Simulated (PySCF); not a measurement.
## LiI, HF: how much the basis matters

PySCF, RHF reference; singlet, unpaired electrons none; De to Li + I without counterpoise correction.

| basis | relativity | functions | Re (Å) | ωe (cm⁻¹) | De (eV) | μ (D) |
| --- | --- | --- | --- | --- | --- | --- |
| def2-SVP | scalar-relativistic core potentials | 35 | 2.419 | 490 | 2.83 | -7.92 |
| cc-pVDZ/cc-pVDZ-PP | scalar-relativistic core potentials | 37 | 2.443 | 487 | 2.80 | -7.63 |
| def2-SVPD | scalar-relativistic core potentials | 47 | 2.431 | 484 | 2.90 | -7.87 |
| aug-cc-pVDZ/aug-cc-pVDZ-PP | scalar-relativistic core potentials | 55 | 2.442 | 482 | 2.83 | -7.84 |
| def2-TZVPP | scalar-relativistic core potentials | 69 | 2.420 | 494 | 2.79 | -7.74 |

(1) How does each smaller set differ from the one with most functions, def2-TZVPP?

A positive dipole means Li(−)I(+). Measured (Huber and Herzberg, Constants of Diatomic Molecules (1979)): Re = 2.391924 Å, ωe = 498.16 cm⁻¹. Spin–orbit coupling is left out, which matters for elements this heavy, above all for dissociation energies. Where the molecule has an RHF reference, its open-shell atoms are computed with UHF. Hartree–Fock leaves out correlation, which carries a large part of most bond energies and some tenths to 1 eV of ionisation energies.

Answers

(1) def2-SVP: -0.1 pm, -0.8 % in ωe, +0.04 eV in De; cc-pVDZ/cc-pVDZ-PP: +2.3 pm, -1.4 % in ωe, +0.01 eV in De; def2-SVPD: +1.1 pm, -2.0 % in ωe, +0.11 eV in De; aug-cc-pVDZ/aug-cc-pVDZ-PP: +2.2 pm, -2.4 % in ωe, +0.04 eV in De. All at HF; the set with most functions is neither the basis-set limit nor always the best.
